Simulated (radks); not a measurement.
Values are calculated unless marked as measured or tabulated.
Ionisation of neutral samarium, [Xe] 4f6 6s2, to Sm+, [Xe] 4f6 6s1, under several functionals. Scalar-relativistic Kohn-Sham, spin-unpolarised, spherical densities, point nucleus; a radial shooting solver on a logarithmic mesh with Libxc functionals.

| functional | E(Sm) (hartree) | Exc (hartree) | IE (eV) | -e(HOMO) (eV) | <r> HOMO (bohr) | IE error (eV) |
|---|---|---|---|---|---|---|
| Wu-Cohen GGA | -10426.2839 | -234.3148 | 5.947 | 2.497 | 1.019 | +0.303 |
| BLYP | -10428.0070 | -236.0320 | 5.888 | 2.243 | 1.022 | +0.245 |
| AM05 | -10420.2762 | -228.2935 | 5.901 | 2.526 | 1.017 | +0.258 |
| PBE | -10427.2126 | -235.2465 | 5.947 | 2.472 | 1.020 | +0.303 |

NIST Atomic Spectra Database: 5.644 eV (measured). Closest: BLYP. The Delta-SCF values span 0.06 eV, the total energies 7.73 hartree. The highest occupied level is 4f. Spin polarisation and multiplet splitting are left out, so open shells lie too high by an amount that depends on their filling. Spin-orbit splitting is averaged out at the scalar-relativistic level.

Beside tabulated values, note that spin-unpolarised runs miss the spin-polarisation part of the exchange energy of open shells.
